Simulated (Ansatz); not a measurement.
**Two structures, one formula**

The two ends of one reaction step of AlAsN$_{2}$H$_{8}$, singlet (PBE0-D4/def2-TZVP).

A:

Al1  (-1.243, 1.164, 0.115)
H2  (-2.110, 2.088, -0.830)
N3  (0.424, 1.619, 0.503)
N4  (-1.919, -0.336, 0.761)
H5  (0.715, -1.310, -1.547)
As6  (1.612, -1.587, -0.353)
H7  (1.025, 1.144, 1.157)
H8  (0.870, 2.456, 0.166)
H9  (-2.863, -0.646, 0.600)
H10  (-1.424, -1.003, 1.330)
H11  (2.737, -0.733, -0.915)
H12  (2.175, -2.854, -0.987)
(Å)

B:

```
12
angstrom
Al 0.2976 -0.0163 0.6897
H -1.7530 -0.0043 -2.1200
N 0.8720 1.5276 1.3330
N -1.4354 -0.3797 0.6837
H -1.7984 0.0143 -2.8666
As 1.8770 -1.6928 -0.0867
H 0.2982 2.2483 1.7393
H 1.8358 1.8172 1.3229
H -1.8256 -1.2542 0.3733
H -2.1669 0.2245 1.0209
H 2.7347 -0.6073 -0.7265
H 1.0640 -1.8773 -1.3629
```

Computed with Ansatz 0.2.0 (basis: def2-TZVPP); correlated methods freeze the cores. Filled d shells of the heavier atoms are correlated. The def2 sets are not built for correlating such inner shells, so the correlated values are less sure here. B3LYP uses VWN-RPA correlation.

(1) Which structure is lower at CCSD(T), and by how much? (An estimate is asked for; the value comes from the calculation.)

No T1 diagnostic of these runs exceeds 0.011.

## Answers

(1) The calculation gives: B, by 32.1 kJ/mol (electronic energy, against the other). By their contacts, A is a complex of AlN₂H₅ ([NH2][AlH][NH2]) + AsH₃ and B is a complex of AlAsN₂H₆ ([NH2][Al]([NH2])[AsH2]) + H₂.

All methods give the same order:

```
      method  E(B) − E(A) (kJ/mol)
       SPW92                 -31.7
      PBE-D4                 -37.5
     BLYP-D4                 -29.1
   r2SCAN-D4                 -36.3
      B97M-V                 -12.1
     PBE0-D4                 -35.7
    B3LYP-D4                 -28.0
  r2SCAN0-D4                 -35.2
    BHLYP-D4                 -25.0
CAM-B3LYP-D4                 -23.0
     wB97X-V                 -27.1
     wB97M-V                 -28.9
      B2PLYP                 -31.1
    PBE-QIDH                 -36.8
  RPA on PBE                 -27.0
          HF                 -15.3
         MP2                 -39.8
        CCSD                 -28.4
     CCSD(T)                 -32.1
```

Labels in which every atom is bracketed show which atoms are joined, not bond orders.

For scale, one of the runs: CCSD(T)/def2-TZVPP, 264 basis functions, launched by `ansatz run in.yaml --threads 8 --pin off --events-out ev --progress --plain --max-ram 19148MiB`. Hardware: 8 CPU threads of an Intel Xeon, shared host. Wall time 2.6 min; peak host memory 6.4 GiB.
